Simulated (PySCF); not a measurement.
## An excited-state table with gaps

Compound: C7H9N.
Structure used (GFN2-xTB), in Å, numbered top down from 1:
```xyz
17
C7H9N angstrom
C     -2.2994    0.5088    0.5091
C     -1.4050    0.0433   -0.6422
C     -0.0019   -0.1733   -0.1588
C      0.9332    0.8549   -0.1531
C      2.2040    0.6147    0.3413
C      2.4954   -0.6554    0.8148
N      1.6172   -1.6432    0.8192
C      0.4074   -1.4031    0.3481
H     -3.3172    0.6653    0.1591
H     -2.3137   -0.2362    1.3017
H     -1.9277    1.4429    0.9251
H     -1.4117    0.7973   -1.4326
H     -1.8005   -0.8881   -1.0527
H      0.6661    1.8310   -0.5351
H      2.9502    1.3941    0.3575
H      3.4735   -0.8983    1.2083
H     -0.2767   -2.2426    0.3737
```

Method: TDDFT B3LYP/def2-SVPD, vertical, gas phase, core orbitals frozen in the response in PySCF 2.14.0, density-fitted response routines.

Orbital energies (eV): HOMO-3 -9.57, HOMO-2 -7.98, HOMO-1 -7.15, HOMO -7.00, LUMO -0.93, LUMO+1 -0.58, LUMO+2 0.43.

Lowest singlets, with some entries withheld (?).

| state | E (eV) | f | main configurations (H = HOMO, L = LUMO) |
| --- | --- | --- | --- |
| S1 | 4.75 | 0.0039 | H→L (99%) |
| S2 | 5.07 | 0.0001 | H→L+1 (99%) |
| S3 | 5.45 | 0.049 | H-1→L (78%), H-2→L+1 (21%) |
| S4 | 6.18 | 0.077 | H-1→L+1 (73%), H-2→L (24%) |
| S5 | 6.69 | 0.0003 | H→L+2 (94%) |
| S6 | 6.76 | 0.019 | H-1→L+2 (92%) |
| S7 | ? | ? | ? |
| S8 | ? | ? | ? |

(1) What stands in place of each question mark?

(2) Which level carries the most intensity, and what share of the listed sum of f?

(3) What is the mean static polarisability from the same response equations?

(4) Where do the lowest triplets lie (Tamm–Dancoff)?

Answers

(1) 
- S7: E = 7.16 eV; f = 0.364; H-2→L (56%), H-1→L+1 (19%), H-1→L+3 (14%)
- S8: E = 7.20 eV; f = 0.310; H-2→L+1 (58%), H→L+3 (16%), H-1→L (14%)

(2) S7, with f = 0.364 of 0.823, 44%.

(3) 86.8 au (12.87 Å³), with principal values 60.7, 88.5 and 111.4 au.

(4) T1 4.10 eV, H→L (97%); T2 4.29 eV, H-1→L+1 (72%), H-2→L (22%); T3 4.48 eV, H-1→L (96%). E(S1) − E(T1) = +0.65 eV.

One conformer stands for the species.
